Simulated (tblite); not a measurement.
Task: Write a Z-matrix for `C=CCC[SiH2][C@@H](F)Cl` as optimised with GFN2-xTB.

Result: 
Z-matrix in Å and degrees, rows numbered from 1:
```
C 
C   1  1.3196
C   2  1.4945  1  124.31
C   3  1.5362  2  111.28  1  -116.70
Si  4  1.8988  3  114.06  2    63.18
C   5  1.9376  4  108.67  3    59.48
F   6  1.3653  5  111.72  4   -69.48
Cl  6  1.7862  5  109.65  4    50.19
H   1  1.0771  2  121.46  3    -0.65
H   1  1.0769  2  122.14  3   179.58
H   2  1.0833  1  120.53  3  -179.06
H   3  1.0946  2  109.08  1   123.37
H   3  1.0902  2  109.72  1     5.33
H   4  1.0923  3  108.70  2  -174.58
H   4  1.0918  3  108.94  2   -58.79
H   5  1.4626  4  114.03  3   -57.80
H   5  1.4646  4  111.34  3   174.19
H   6  1.0934  5  114.59  4   169.64
```

The 2 C–Si bonds span 1.899 Å (C4–Si5, drawn single) to 1.938 Å (Si5–C6, drawn single), a spread of 0.039 Å. The C–C distances run from 1.320 Å (C1=C2, drawn double) to 1.536 Å (C3–C4, drawn single), a spread of 0.216 Å. Si5 (SiH2 silicon) is distorted tetrahedral (angles from 104.6° to 114.0°). Of the pairs four or more bonds apart, F7···H13 is among the closest relative to their van der Waals radii: 2.65 Å, 99 % of the sum of Bondi's values.

The geometry is computed with GFN2-xTB (gas phase).

Point group: C1 (no symmetry element, even within 0.4 Å). Its GFN2-xTB frequencies are all real (lowest 25 cm⁻¹). The numbers are those of one conformer (C1–C2–C3–C4 -117°, C2–C3–C4–Si5 63°, C3–C4–Si5–C6 59°, C4–Si5–C6–F7 -69°). 3 starts were optimised and ended at 0.00, 0.42 and 0.81 kcal/mol (GFN2-xTB); the lowest of these is shown.
